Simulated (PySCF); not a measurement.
**Assignment exercise: CH11O2PSi3**

Bonds (- single, = double, # triple, : aromatic): C1-Si2, Si2-Si3, Si2-P4, Si2-O5, O5-Si6, Si6-O7. C1 carries H8, H9, H10; Si3 carries H11, H12, H13; P4 carries H14, H15; Si6 carries H16, H17; O7 carries H18. Stereochemistry as in C[Si@@]([SiH3])(P)O[SiH2]O. H16 is pro-R; H17 is pro-S.

- coordinates at the GFN2-xTB level
- σ from GIAO-PBE0/pcSseg-1
- code: PySCF 2.14.0 with density-fitted response routines
- non-relativistic Hamiltonian, fast rotation and ring inversion assumed for equivalent nuclei, gas phase, a single conformation

δ = σ(ref) − σ, references computed at the same level: 1H against TMS.

**Question.** Assign these signals to the numbered atoms. 1H NMR (300 MHz, computed): δ 5.04 (d, 1H), 4.70 (d, 1H), 3.54 (m, 3H), 2.10 (br s, 1H), 1.32 (m, 2H), 0.55 (m, 3H).

**Answer.** 
5.04 → H16, hydrogen on a silicon bonded to 2 O
4.70 → H17, hydrogen on a silicon bonded to 2 O
3.54 → H11/H12/H13, hydrogen on a silicon bonded to Si
2.10 → H18, hydrogen on an oxygen bonded to Si: exchangeable, gas-phase position
1.32 → H14/H15, hydrogen on a phosphorus bonded to Si
0.55 → H8/H9/H10, hydrogen on a methyl carbon bonded to Si: an electropositive neighbour shields it, as in TMS itself

OH/NH shifts are gas-phase values; hydrogen bonding in solution moves them, usually downfield. No couplings were computed; multiplicities are counted from neighbouring protons, with m where these are inequivalent, close in shift, in a saturated or five-membered ring or joined by F or P, and br s for small geminal =CH2 splittings.
